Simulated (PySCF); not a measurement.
**Electron correlation in Pd²⁺ (palladium, charge +2)**

[Kr] 4d7 5s1, high-spin 5F determinant (an excited configuration). Computed with PySCF 2.14 in def2-QZVPPD with the def2 core potential (28 electrons) (7s5p4d4f2g, 88 functions), with scalar relativity through the core potential. Frozen: nothing; 16 electrons correlated.

MP2 pair energies summed by pair of shells (mhartree):

| pair | energy | share (%) |
| --- | --- | --- |
| 4p-4d | -189.19 | 35.6 |
| 4d-4d | -164.78 | 31.0 |
| 4p-4p | -63.59 | 12.0 |
| 4d-5s | -35.16 | 6.6 |
| 4s-4p | -31.49 | 5.9 |
| 4s-4d | -29.60 | 5.6 |
| 4p-5s | -12.04 | 2.3 |
| 4s-4s | -5.03 | 0.9 |
| 4s-5s | -1.05 | 0.2 |

Total MP2 correlation energy: -531.92 mhartree.

Same-spin part -171.28 and opposite-spin part -360.64 mhartree; SCS-MP2 scales them by 1/3 and 6/5 to -489.86 mhartree.

The basis has no tight functions for the innermost shells, so their pair energies are far from complete.

This basis was not built for core-valence correlation, so the inner-shell part is incomplete.
